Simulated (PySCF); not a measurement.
# V: ionisation energy

V [Ar] 3d3 4s2 (4F) → V+ [Ar] 3d4 (5D), as a difference of total energies. All numbers are calculated (PySCF 2.14, the spin-free X2C one-electron Hamiltonian (Gaussian nucleus), in x2c-TZVPPall with one added diffuse shell each of s, p, d, f type (7s6p5d3f1g, 80 functions)). Correlated levels: valence: [Ar] frozen; valence and next inner shell: [Ne] frozen. The calculations carry no spin-orbit coupling.

```json
{"method": "UHF", "ionisation energy (eV)": "6.168"}
{"method": "PBE", "ionisation energy (eV)": "6.398"}
{"method": "PBE0", "ionisation energy (eV)": "6.356"}
{"method": "TPSSh", "ionisation energy (eV)": "6.360"}
{"method": "MN15", "ionisation energy (eV)": "6.168"}
{"method": "SCS-MP2 (valence)", "ionisation energy (eV)": "7.066"}
{"method": "MP2 (valence and next inner shell)", "ionisation energy (eV)": "6.347"}
{"method": "SCS-MP2 (valence and next inner shell)", "ionisation energy (eV)": "6.795"}
```

Q: Estimate what MP2 (valence) gives.

A: 6.557 eV, closest to PBE among the rows shown.

Q: Estimate what LDA gives.

A: 6.485 eV, closest to PBE among the rows shown.

Errors of the correlated levels include the incompleteness of this basis and the frozen core.

For comparison: 6.732 eV (measured; NIST levels, between the centres of gravity of the two terms).
